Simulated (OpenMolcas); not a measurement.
## Cr2+ in NaF

Cr2+ with its 6 nearest fluoride ions at 2.182 Å, on the Na site of NaF (a = 4.634 Å, distance in the model lattice 2.317 Å). The rest of the host is ab initio model potentials to 7.6 Å, with orthogonalisation functions on the cations behind the ligands, and point charges beyond; the distance is set by hand and nothing relaxes, and no local charge compensation is placed. Ligand basis ANO-RCC-VDZP.

```json
{
  "Program": "OpenMolcas 26.06",
  "Method": "SS-CASPT2, IPEA 0.25 Eh, imaginary shift 0.1 Eh (closed shells correlated: 3s 3p and the ligand valence shells)",
  "Basis": "ANO-RCC-VDZP [5s4p2d1f]",
  "Scalar Hamiltonian": "DKH2, point nucleus",
  "Active space": "4 electrons in 5 orbitals (3d)",
  "State averaging": "2S+1 = 5 even, 5 roots; 2S+1 = 3 even, 45 roots; 2S+1 = 1 even, 50 roots",
  "Spin-orbit coupling": "RASSI with atomic mean-field integrals over the reference wave functions"
}
```

The lowest spin-free states (labels of O, the rotations of Oh), above the lowest:

| State | Degeneracy | E (cm-1) | Free-ion L (%) |
| --- | --- | --- | --- |
| 5E | 2 | 0 | D (100) |
| 5T2 | 3 | 9010 | D (100) |
| 3T1 | 3 | 11350 | H (50) |
| 3T1 | 3 | 17040 | H (45) |
| 3E | 2 | 17480 | H (90) |
| 3T2 | 3 | 17890 | F (50) |
| 3A2 | 1 | 19140 | F (100) |
| 1T2 | 3 | 19270 | G (51) |
| 3A1 | 1 | 19880 | G (100) |
| 1E | 2 | 20610 | I (79) |
| 1A1 | 1 | 22360 | G (41) |
| 3E | 2 | 23000 | G (73) |
| 1T2 | 3 | 25430 | I (61) |
| 3T1 | 3 | 25720 | H (71) |
| 1A2 | 1 | 25950 | I (97) |
| 1T1 | 3 | 26370 | I (51) |
| 3T2 | 3 | 26810 | H (48) |
| 3T1 | 3 | 27890 | G (49) |
| 1E | 2 | 29140 | G (51) |
| 3E | 2 | 30510 | D (78) |

The lowest levels with spin-orbit coupling:

```json
{"E (cm-1)": "0", "Degeneracy": "1", "Label": "A1", "2S+1": "5"}
{"E (cm-1)": "6", "Degeneracy": "3", "Label": "T1", "2S+1": "5"}
{"E (cm-1)": "12", "Degeneracy": "2", "Label": "E", "2S+1": "5"}
{"E (cm-1)": "17", "Degeneracy": "3", "Label": "T2", "2S+1": "5"}
{"E (cm-1)": "22", "Degeneracy": "1", "Label": "A2", "2S+1": "5"}
{"E (cm-1)": "8900", "Degeneracy": "3", "Label": "T2", "2S+1": "5"}
{"E (cm-1)": "8900", "Degeneracy": "3", "Label": "T1", "2S+1": "5"}
{"E (cm-1)": "8900", "Degeneracy": "1", "Label": "A1", "2S+1": "5"}
{"E (cm-1)": "9080", "Degeneracy": "3", "Label": "T1", "2S+1": "5"}
{"E (cm-1)": "9080", "Degeneracy": "2", "Label": "E", "2S+1": "5"}
{"E (cm-1)": "9200", "Degeneracy": "3", "Label": "T2", "2S+1": "5"}
{"E (cm-1)": "11210", "Degeneracy": "1", "Label": "A1", "2S+1": "3"}
{"E (cm-1)": "11300", "Degeneracy": "3", "Label": "T1", "2S+1": "3"}
{"E (cm-1)": "11430", "Degeneracy": "3", "Label": "T2", "2S+1": "3"}
{"E (cm-1)": "11440", "Degeneracy": "2", "Label": "E", "2S+1": "3"}
{"E (cm-1)": "16750", "Degeneracy": "1", "Label": "A1", "2S+1": "3"}
{"E (cm-1)": "16910", "Degeneracy": "3", "Label": "T1", "2S+1": "3"}
{"E (cm-1)": "17200", "Degeneracy": "3", "Label": "T2", "2S+1": "3"}
{"E (cm-1)": "17230", "Degeneracy": "2", "Label": "E", "2S+1": "3"}
{"E (cm-1)": "17490", "Degeneracy": "3", "Label": "T2", "2S+1": "3"}
```

Powder χT (cm3 K/mol): 1.33 at 2 K, 2.71 at 10 K, 2.92 at 50 K, 2.93 at 100 K, 2.95 at 200 K, 2.96 at 300 K. The effective moment at 300 K is 2.828 √(χT) = 4.86 μB.

The lowest level has 2S+1 = 5, for which the spin-only value is χT = S(S+1) / 2 = 3.000 cm3 K/mol (g = 2). The computed 2.958 at 300 K differs by -0.042, through orbital momentum, spin-orbit coupling and any other state in reach.

Roots that are degenerate in the reference are averaged as groups; the widest CASPT2 spread within a group is 160 cm-1 (the 2-fold group of multiplicity 1 near 29100 cm-1 above the lowest state of its run). Shifts and gaps below about the spread of the groups concerned are not significant. Over all roots computed the reference weight is 0.73 to 0.74; a low but even weight reflects the number of correlated electrons. An orbital doublet at a regular site is open to a Jahn-Teller distortion, which this geometry leaves out. Ligand-to-metal charge-transfer states are missing. These CASPT2 states fit no ligand-field parameters well, so their order and spin gaps are uncertain. With no ligand orbital active B as a rule stays too high, so bands that hang on it stand too high and its fall with covalency is understated. With one d shell and no ligand orbital active, 10Dq can be off by tens of per cent for divalent 3d ions, low with halides held by bare charges and at times high in hosts. Free-ion shares, where given, are those of the reference states; single-state CASPT2 does not remix them. No measured value stands beside these numbers; the geometry was set by hand and not optimised.

The CASPT2 steps took 5.2 min on 1 thread of Arm Neoverse V1, with other jobs on the host; the integral step is not counted.
